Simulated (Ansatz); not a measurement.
Input (CCSDT(Q)/def2-SVP; Ansatz, a quantum-chemistry and plane-wave program):

Ansatz 0.2 input:
```yaml
crystal:
  periodic: [false, false, false]
  atoms:
    - {symbol: Se, position_ang: [-0.00864249, -0.00762434, 0.27906957]}
    - {symbol: Cl, position_ang: [1.43397138, 1.69849167, -0.18873320]}
    - {symbol: Cl, position_ang: [-1.41668640, -1.68324300, -0.36940595]}
basis:
  gaussian:
    orbitals: def2-SVP
magnetization: {spin_polarized: true, initial_magnetization: 2}
correlation: {method: ccsdt_q, electrons: outside_noble_gas}
```

Output:

```
Functional definition: HF
integrals: 0.09 GiB planned
1047 factors; integrals over basis functions are off by at most 2.2e-7 eV
mean field: 0.49 GiB planned
mean field evaluation 1: about -90291.7386 eV, gradient 1.3e1 eV
mean field evaluation 2: about -90291.7781 eV, gradient 1.3e1 eV
mean field evaluation 4: about -90292.9446 eV, gradient 1.9e0 eV
mean field evaluation 8: about -90293.0426 eV, gradient 3.0e-1 eV
mean field evaluation 16: about -90293.0516 eV, gradient 2.1e-6 eV
mean field evaluation 32: about -90293.0516 eV, gradient 2.1e-6 eV
mean field evaluation 64: about -90290.1233 eV, gradient 2.2e-2 eV
mean field evaluation 96: about -90289.4048 eV, gradient 2.0e-2 eV
mean field -90293.05160205 eV, -3318.2084435467 hartree, gradient 2.1e-6 eV, S^2 2.024517; 5 other end points of the search recorded, 0 dependent functions left out
determinant -90293.05160205 eV, -3318.2084435467 hartree, with singles and doubles -90304.05337065 eV, -3318.6127510854 hartree
determinant -90291.64561319 eV, -3318.1567744090 hartree, with singles and doubles -90302.39577336 eV, -3318.5518355086 hartree
determinant -90290.66762343 eV, -3318.1208339483 hartree, with singles and doubles -90301.69731165 eV, -3318.5261675142 hartree
determinant -90290.12330910 eV, -3318.1008307658 hartree, with singles and doubles -90301.31194092 eV, -3318.5120054012 hartree
24 core orbitals not correlated
reference -90293.05160205 eV, -3318.2084435467 hartree; 11, 9 occupied and 33, 35 virtual orbitals, 1047 factors
second order -10.00806869 eV of doubles, -0.00000000 eV of singles
coupled cluster: 2.02 GiB planned
cycle   1  -10.61558974 eV  change   -6.1e-1 eV  update   1.1e-1
cycle   2  -11.03445375 eV  change   -4.2e-1 eV  update   6.2e-2
cycle   3  -11.41721152 eV  change   -3.8e-1 eV  update   4.2e-2
cycle   4  -11.41410928 eV  change    3.1e-3 eV  update   2.1e-2
cycle   5  -11.40787479 eV  change    6.2e-3 eV  update   1.6e-2
cycle   6  -11.42700809 eV  change   -1.9e-2 eV  update   8.4e-3
cycle   7  -11.43250911 eV  change   -5.5e-3 eV  update   4.9e-3
cycle   8  -11.43169307 eV  change    8.2e-4 eV  update   2.2e-3
cycle   9  -11.43182859 eV  change   -1.4e-4 eV  update   1.4e-3
cycle  10  -11.43119903 eV  change    6.3e-4 eV  update   7.1e-4
cycle  11  -11.43087894 eV  change    3.2e-4 eV  update   4.3e-4
cycle  12  -11.43116907 eV  change   -2.9e-4 eV  update   2.3e-4
cycle  13  -11.43128773 eV  change   -1.2e-4 eV  update   1.2e-4
cycle  14  -11.43141498 eV  change   -1.3e-4 eV  update   6.2e-5
cycle  15  -11.43144079 eV  change   -2.6e-5 eV  update   3.2e-5
cycle  16  -11.43145242 eV  change   -1.2e-5 eV  update   2.0e-5
cycle  17  -11.43145866 eV  change   -6.2e-6 eV  update   1.0e-5
cycle  18  -11.43146125 eV  change   -2.6e-6 eV  update   5.4e-6
cycle  19  -11.43146422 eV  change   -3.0e-6 eV  update   2.6e-6
cycle  20  -11.43146495 eV  change   -7.3e-7 eV  update   1.4e-6
coupled cluster: 2.03 GiB planned
perturbative correction -0.04372487 eV, -0.0016068593 hartree
Total energy: -90304.52679187 eV, -3318.6301489944 hartree
```

This triplet is an excited state, 1.2 eV above the singlet at CCSD(T)/def2-QZVPP (Ansatz).
